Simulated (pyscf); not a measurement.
**[O–W(=O)(=O)–OH]•, doublet**

Gas-phase minimum from PySCF at ωB97X-D3(BJ)/def2-SVP, one conformer. Other isomers of [O–W(=O)(=O)–OH]• were not searched in full and may lie lower. 

```xyz
6

O     -0.4422    -0.4082     1.6167
W     -1.2155    -0.4618     0.1028
O     -1.1026    -2.0397    -0.5284
O     -3.0725    -0.1740     0.4050
O     -0.4600     0.7748    -1.0918
H      0.2420     1.4301    -1.0174
```
Charge 0, spin multiplicity 2.

Bonded distances (Å): O1–W2 1.701, W2–O3 1.703, W2–O4 1.903, W2–O5 1.878, O5–H6 0.963. Bond angles (°): O1–W2–O3 109.2, O1–W2–O4 107.3, O1–W2–O5 111.3, O3–W2–O4 105.3, O3–W2–O5 110.3, O4–W2–O5 113.2, W2–O5–H6 133.8.

Properties at ωB97X-D3(BJ)/def2-SVP:

```yaml
harmonic_wavenumbers_unscaled: 164, 201, 221, 230, 251, 346, 499, 656, 766, 1001, 1062, 3940 cm⁻¹
zero_point_energy: 13.3 kcal/mol
rotational_symmetry_number: 1
Entropy of this conformer at 298 K and 1 atm, rigid rotor and harmonic oscillator, modes under 100 cm⁻¹ raised to 100: 347.2 J/(mol K)
dipole_moment: 3.49 D
Spin expectation value S2: 0.760
```

Single-point totals, which compare only within one level:

| level | total energy (hartree) |
|---|---|
| ωB97X-D3(BJ)/def2-TZVP | -368.89350 |
| PBE/def2-TZVP | -368.60514 |
| r²SCAN/def2-TZVP | -368.75661 |
| B3LYP-D3(BJ)/def2-TZVP | -368.87456 |
| PBE0-D3(BJ)/def2-TZVP | -368.51404 |
| M06-2X/def2-TZVP | -368.58927 |
| ωB97M-D3(BJ)/def2-TZVP | -368.85053 |

Soft torsions are taken as harmonic, which can shift the entropy by several J/(mol K). Open-shell species with a d-block atom are single-reference here; other states, and whether the spin sits on metal or ligand, were not checked. Elements past Kr carry the def2 core potentials, without spin-orbit coupling.
